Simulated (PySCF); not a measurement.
LiBr: from constants to spectrum

RHF-CCSD(T) constants of LiBr, ¹Σ⁺ (singlet), closed shell (basis Li x2c-TZVPPall, Br x2c-TZVPPall; spin-free X2C with a Gaussian nucleus; PySCF 2.14; masses 7.0160 and 78.9183 u):

```
ωe            : 562.2 cm⁻¹
ωexe          : 3.43 cm⁻¹
Be            : 0.54932 cm⁻¹
αe            : 0.00546 cm⁻¹
De to Li + Br : 4.20 eV
```

**Question.** What force constant and bond length do these constants imply?

**Answer.** Reduced mass μred = 6.4432 u; k = 5.8918×10⁻⁷·μred·ωe² (u, cm⁻¹, mdyn/Å) = 1.20 mdyn/Å; Re = √(16.8576/(μred·Be)) (u, cm⁻¹, Å) = 2.182 Å.

**Question.** Estimate the centrifugal constant D from the Kratzer relation and find the Dunham coefficient a1.

**Answer.** D = 4Be³/ωe² = 2.1e-06 cm⁻¹; a1 = −1 − αeωe/(6Be²) = -2.70.

Measured values (Huber and Herzberg, Constants of Diatomic Molecules (1979)): ωe = 563.16 cm⁻¹, ωexe = 3.53 cm⁻¹, Be = 0.555399 cm⁻¹, αe = 0.0056442 cm⁻¹.

Correlated steps freeze 9 core orbitals. Where the molecule has an RHF reference, its open-shell atoms are computed with UHF.
